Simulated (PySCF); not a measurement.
# A ladder of Hamiltonians for Co²⁵⁺ (cobalt, charge +25)

Occupied: 1s1/2. Hartree-Fock calculated with PySCF 2.14 in an even-tempered Gaussian basis (19 s from 2.5 bohr⁻², ratio 2.3; 13 p from 3 bohr⁻², ratio 2.3), Gaussian nucleus throughout. NR is non-relativistic, sf-X2C the spin-free one-electron X2C Hamiltonian, X2C adds the bare one-electron spin-orbit term, X2C-SNSO screens it by Boettger's factors, DC is four-component Dirac-Coulomb, and the Gaunt and Breit terms are added at first order (total energies over the DC spinors, levels after relaxing the spinors in that mean field). QED terms are absent. Levels marked empty are virtual spinors of this ion.

```
   level (eV)       NR   sf-X2C      X2C  X2C-SNSO
        1s1/2  -9463.8  -9552.1  -9552.1   -9552.1
2s1/2 (empty)  -2194.0  -2219.5  -2219.5   -2219.5
2p1/2 (empty)  -2145.2  -2155.8  -2169.7   -2169.2
2p3/2 (empty)  -2145.2  -2155.8  -2149.0   -2149.3
3s1/2 (empty)  -963.78  -972.64  -972.64   -972.64
```

Where do the four-component calculations put these levels?

1s1/2: DC -9555.4, DC+Gaunt -9548.6, DC+Breit -9548.6; 2s1/2 (empty): DC -2219.9, DC+Gaunt -2219.2, DC+Breit -2219.2; 2p1/2 (empty): DC -2168.9, DC+Gaunt -2167.5, DC+Breit -2167.7; 2p3/2 (empty): DC -2149.5, DC+Gaunt -2148.7, DC+Breit -2149.0; 3s1/2 (empty): DC -972.73, DC+Gaunt -972.53, DC+Breit -972.55 (eV).

| Hamiltonian | E (hartree) | E − E(DC) (hartree) | CPU seconds |
| --- | --- | --- | --- |
| NR | -712.2322 | 6.9709 | 0.19 |
| sf-X2C | -719.0771 | 0.1260 | 0.1 |
| X2C | -719.0771 | 0.1260 | 0.11 |
| X2C-SNSO | -719.0771 | 0.1260 | 0.11 |
| DC | -719.2031 | 0.0000 | 2.1 |
| DC+Gaunt | -718.9472 | 0.2559 | 3.8 |
| DC+Breit | -718.9472 | 0.2559 | 34 |

Weight of the small component: 1s1/2 0.00957, 2s1/2 0.00219, 2p1/2 0.00216, 2p3/2 0.00214, 3s1/2 0.000957.

Koopmans' value for the highest occupied level at DC+Breit: 9548.6 eV, against an ionisation energy of 9544.2 eV (theoretical estimate listed by NIST; NIST Atomic Spectra Database, ionization energies); the former lacks relaxation, correlation, QED and recoil.

The whole ladder took 41 s of wall time on 1 thread of Intel(R) Xeon(R) 6975P-C (shared host), launched as `OMP_NUM_THREADS=1 python relrun2.py TASK.json OUT` (a driver that calls PySCF for each Hamiltonian).
